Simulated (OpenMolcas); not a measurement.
Kr2+: effect of the IPEA shift

* Program: OpenMolcas
* Basis: ANO-RCC-VTZP [6s5p3d1f]
* Scalar Hamiltonian: DKH2, point nucleus
* Active space: 6 electrons in 9 orbitals (RAS2 4s 4p; RAS3 4d, at most 2 electrons)
* State averaging: 2S+1 = 3 even, 3 roots; 2S+1 = 1 even, 7 roots; 2S+1 = 3 odd, 3 roots; 2S+1 = 1 odd, 3 roots
* Spin-orbit coupling: state interaction with AMFI integrals over the reference wave functions, term energies averaged over their components

Methods on the same reference wave functions:
A. RASSCF
B. MS-RASPT2, IPEA 0 Eh, imaginary shift 0.1 Eh (closed shells correlated: 3d)
C. MS-RASPT2, IPEA 0.25 Eh, imaginary shift 0.1 Eh (closed shells correlated: 3d)

Energies in eV above 4s² 4p⁴ ³P₂, the measured ground level; measured values from Saloman, J. Phys. Chem. Ref. Data 36, 215 (2007).

| Level | A | B | C | Measured |
| --- | --- | --- | --- | --- |
| 4s² 4p⁴ ³P₂ | 0.0000 | 0.0000 | 0.0000 | 0.0000 |
| 4s² 4p⁴ ³P₁ | 0.4968 | 0.502 | 0.502 | 0.5639 |
| 4s² 4p⁴ ³P₀ | 0.6097 | 0.610 | 0.611 | 0.6587 |
| 4s² 4p⁴ ¹D₂ | 2.0527 | 1.866 | 1.867 | 1.8157 |
| 4s² 4p⁴ ¹S₀ | 4.2573 | 4.142 | 4.154 | 4.1013 |
| 4s 4p⁵ ³P°₂ | 14.2836 | 14.345 | 14.374 | 14.3736 |
| 4s 4p⁵ ³P°₁ | 14.6852 | 14.743 | 14.773 | 14.8013 |
| 4s 4p⁵ ³P°₀ | 14.9151 | 14.977 | 15.006 | 15.0694 |

Deviations, from unrounded energies. A percentage is the sum of absolute deviations over the sum of measured energies, with the sign that they share, or ± where signs differ.

```json
{"Against measurement": "mean absolute deviation (cm-1)", "Levels": "7", "A": "1000", "B": "440", "C": "350"}
{"Against measurement": "fine structure of the ground term (%)", "Levels": "2", "A": "-9.5", "B": "-9.0", "C": "-9.0"}
{"Against measurement": "other terms of the ground configuration (%)", "Levels": "2", "A": "+6.6", "B": "+1.5", "C": "+1.8"}
{"Against measurement": "other configurations (%)", "Levels": "3", "A": "-0.8", "B": "-0.4", "C": "±0.2"}
```

C lies closest to measurement on these levels and A furthest from it. The largest miss of C in the table is 4s 4p⁵ ³P°₀, by -520 cm-1. The ranking rests on the paired levels alone, and a cruder setting can come out closer through cancelling errors.

Between B and C the level of the table that moves most is 4s 4p⁵ ³P°₁, by 240 cm-1 (lowest in B, highest in C). Moves below CASPT2's spread within the term are not significant.

From A to B the spin-free energies of the other terms of 4s² 4p⁴ shown, above ³P, scale by factors of 0.89 to 0.97.

The lowest spin-free term lies below A's lowest term by 0.104 hartree in B, 0.103 hartree in C.

Term energies are means over components that CASPT2 splits; among the terms shown or strongly mixed into the levels shown the widest spread is 28 cm-1 (4s² 4p⁴ ¹D, C). The run also gave levels led by 4s² 4p³ 4d, which use shells meant for correlation; these and all levels above them are left out. Some terms mix strongly with configurations of 4d, whose occupation reaches 0.24 (4s 4p⁵ ³P°). Measured partners are found by configuration, term and J. A level has none where our copy of the source lacks it or the pairing is in doubt (some pairs that miss far off the trend of their configuration count as doubtful), and it then counts in no deviation. Levels of configurations outside the active space are missing. The table leaves out levels that lie high or whose names do not pair safely across all columns.

° marks odd parity.
